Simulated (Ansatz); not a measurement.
Start from `FCC=C=S` and change one atom or group to get `S=C=CBBr`.

Ansatz, PBE0-D4/def2-TZVP geometries, multiplicity 1. Each molecule was computed in one conformer, which needn't be the lowest.

Scalar relativity is left out up to krypton.

```json
{"property": "HOMO–LUMO gap (ωB97M-V/def2-TZVPP) / eV", "`FCC=C=S`": "8.62"}
{"property": "size of the dipole moment (PBE/def2-TZVPP) / D", "`FCC=C=S`": "1.43"}
{"property": "HOMO–LUMO gap (B3LYP/def2-TZVPP) / eV", "`FCC=C=S`": "4.00"}
{"property": "HOMO energy (PBE0/def2-TZVPP) / eV", "`FCC=C=S`": "-6.82"}
{"property": "zero-point energy (PBE0-D4/def2-TZVP) / kJ/mol", "`FCC=C=S`": "137.2"}
{"property": "ideal-gas entropy at 298 K and 1 bar (rigid rotor, harmonic PBE0-D4/def2-TZVP) / J/(mol·K)", "`FCC=C=S`": "317"}
```

(1) What does the change do to each property? (Best estimate.)

Results:

(1) Computed: 
```tsv
property	`S=C=CBBr`	shift
HOMO–LUMO gap (ωB97M-V/def2-TZVPP) / eV	8.89	0.27
size of the dipole moment (PBE/def2-TZVPP) / D	1.99	0.56
HOMO–LUMO gap (B3LYP/def2-TZVPP) / eV	4.36	0.36
HOMO energy (PBE0/def2-TZVPP) / eV	-7.34	-0.52
zero-point energy (PBE0-D4/def2-TZVP) / kJ/mol	92.4	-44.8
ideal-gas entropy at 298 K and 1 bar (rigid rotor, harmonic PBE0-D4/def2-TZVP) / J/(mol·K)	336	19
```

With PBE0 the HOMO falls by 0.52 eV and the LUMO falls by 0.15 eV, so the gap widens by about 0.37 eV. PBE moves the HOMO by -0.58 eV and ωB97M-V by -0.43 eV. The zero-point energy changes by -44.8 kJ/mol with -3 modes. Dipoles are sizes alone; their direction can turn.

B3LYP here is the variant with VWN-RPA as its local correlation; programs differ in this.

Spin–orbit coupling is left out; it splits and shifts lone-pair levels of the heavy atoms by tenths of an eV.
